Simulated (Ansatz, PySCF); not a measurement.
Species: C2H7O2Si, charge 0, multiplicity 2. It need not be the lowest isomer of its formula. 
Geometry from a B3LYP-D3(BJ)/def2-TZVP (Ansatz, an electronic-structure program) optimisation:
```xyz
12

Si     0.0225     0.0636     0.0448
C      1.5208    -1.0399     0.0865
C     -1.5224    -0.7813    -0.6219
O     -0.4855     0.4613     1.5685
O      0.4597     1.3576    -0.8785
H      1.3062    -1.9606     0.6297
H      2.3559    -0.5350     0.5737
H      1.8246    -1.2913    -0.9315
H     -1.3285    -1.0431    -1.6655
H     -2.3884    -0.1204    -0.5845
H     -1.7496    -1.6876    -0.0617
H     -0.1197     2.1234    -0.8951
```
Charge 0, spin multiplicity 2.

Dipole moments at this geometry, in debye (magnitudes).

```tsv
level	program	dipole (D)
HF/def2-TZVPD	PySCF	1.20
PBE/def2-TZVPD	Ansatz	2.19
BLYP/def2-TZVPD	Ansatz	2.20
r2SCAN/def2-TZVPD	PySCF	1.84
B3LYP/def2-TZVPD	Ansatz	1.77
BHLYP/def2-TZVPD	Ansatz	…
r2SCANh/def2-TZVPD	Ansatz	1.69
r2SCAN0/def2-TZVPD	Ansatz	1.53
LC-wPBE/def2-TZVPD	Ansatz	…
```

What belongs in the gaps?


- BHLYP/def2-TZVPD, dipole (D): 1.41
- LC-wPBE/def2-TZVPD, dipole (D): 1.47
